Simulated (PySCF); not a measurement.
Frontier levels across methods

C₂H₅ClSi₂.
Cartesian coordinates in Å at the PBE0-D3(BJ)/def2-SVP level; atoms count from 1:
```
atom  x, y, z in Å
Si1    0.4970    0.6379    1.4361
C2    -1.3289    0.4629    1.3044
C3    -2.5445    0.3468    1.2159
Si4   -4.3595    0.1717    1.0897
Cl5   -5.2242    0.6687    2.8985
H6     0.8293    2.0482    1.7859
H7     1.0007   -0.2802    2.4969
H8     1.1129    0.2830    0.1255
H9    -4.7028   -1.2393    0.7740
H10   -4.8775    1.0953    0.0471
```

Basis pcSseg-2 throughout (PySCF), one geometry. Geometry: PBE0-D3(BJ)/def2-SVP; no solvent, vibrations or thermal averaging.

How do the orbital energies, the gap and the dipole change with the method?

```csv
method,kind,HOMO (eV),LUMO (eV),gap (eV),μ (D),SCF cycles
BLYP,GGA,-7.05,-2.00,5.05,1.52,15
B97-D,GGA,-7.18,-2.05,5.12,1.56,14
KT2,GGA,-7.21,-2.22,4.99,1.58,15
PBE,GGA,-7.22,-2.18,5.03,1.54,14
OPBE,GGA,-7.22,-2.10,5.12,1.54,15
KT3,GGA,-7.23,-2.15,5.08,1.54,15
BP86,GGA,-7.31,-2.26,5.05,1.55,14
LDA,LDA,-7.33,-2.40,4.94,1.63,14
B97-2,global hybrid,-8.16,-1.32,6.84,1.61,14
B3LYP,global hybrid,-8.16,-1.46,6.70,1.60,14
PBE0,global hybrid,-8.41,-1.30,7.10,1.62,14
mPW1PW91,global hybrid,-8.43,-1.31,7.12,1.61,14
BHandHLYP,global hybrid,-9.43,-0.28,9.16,1.68,13
CAM-B3LYP,range-separated hybrid,-9.72,-0.18,9.53,1.65,13
wB97X-D,range-separated hybrid,-10.25,0.45,10.70,1.63,14
HF,Hartree–Fock,-11.05,2.14,13.18,1.74,12
LC-wPBE,range-separated hybrid,-11.14,0.89,12.03,1.68,14
```

The HOMO spans 4.09 eV, from BLYP down to LC-wPBE, and the gap runs from 4.94 eV (LDA) to 13.18 eV (HF). Over the methods BLYP (0 %), B97-D (0 %), KT2 (0 %), PBE (0 %), OPBE (0 %), KT3 (0 %), BP86 (0 %), LDA (0 %), B97-2 (21 %), B3LYP (20 %), PBE0 (25 %), mPW1PW91 (25 %), BHandHLYP (50 %), HF (100 %), a straight line through the gap against the share of exact exchange rises by 0.82 eV for each 10 % (correlation coefficient 1.000). The dipole ranges from 1.52 D (BLYP) to 1.74 D (HF). This basis has no diffuse functions.

The vertical ΔSCF ionisation energy at B3LYP/def2-SVPD is 10.20 eV; −ε(HOMO) comes closest to it with wB97X-D (10.25 eV).
